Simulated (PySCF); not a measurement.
These compounds are isomers of formula C$_{6}$H$_{14}$O.

A. neo-PeOMe (COCC(C)(C)C)
B. SMILES C(OCCC)(C)C
C. SMILES CCOC(C)(C)C

Spectrum 1. 1H NMR (500 MHz, computed): δ 3.57 (sept, 1H), 3.44 (t, 2H), 1.70 (m, 2H), 1.18 (d, 6H), 0.94 (t, 3H). 13C{1H} NMR (computed): δ 76.8 (CH), 76.0 (CH2), 28.3 (CH2), 24.0 (CH3), 11.7 (CH3).

Spectrum 2. 1H NMR (500 MHz, computed): δ 3.58 (q, 2H), 1.25 (t, 3H), 1.24 (s, 9H). 13C{1H} NMR (computed): δ 74.5 (C), 60.5 (CH2), 29.6 (CH3), 18.6 (CH3).

Spectrum 3. 1H NMR (500 MHz, computed): δ 3.56 (s, 3H), 3.04 (s, 2H), 0.94 (s, 9H). 13C{1H} NMR (computed): δ 87.2 (CH2), 61.4 (CH3), 34.8 (C), 28.2 (CH3).

Single conformer, no solvent, fast rotation and ring inversion assumed for equivalent nuclei, no relativistic terms. Coordinates at the GFN2-xTB level; σ from GIAO-PBE0/pcSseg-1; PySCF 2.14.

References, each an isolated molecule treated in the same way: 1H, 13C vs TMS. Where no couplings were computed, multiplicities follow the n + 1 count of equivalent neighbours, and m marks all less simple cases (inequivalent or close neighbours, rings, F or P nearby). Shifts are as computed. Against solution values, carbons near 30 ppm lie about +3 ppm off and those near 130 ppm about +5 ppm. Of 1211 compounds with measured shifts, 218 miss one by over three times the rms of a fit or turn the order of signals round; such compounds aren't used in these exercises.

**Question.** Which spectrum belongs to which compound?

**Answer.** 1–B, 2–C, 3–A.

- Spectrum 1 (B): 5 13C signals; δC 76.8 is an sp3 CH bonded to O; δC 76.0 is an sp3 CH2 bonded to O.
- Spectrum 2 (C): 4 13C signals; δC 74.5 is a fully substituted sp3 carbon bonded to O; δC 60.5 is an sp3 CH2 bonded to O.
- Spectrum 3 (A): 4 13C signals; δC 87.2 is an sp3 CH2 bonded to O; δC 61.4 is a methyl carbon bonded to O.
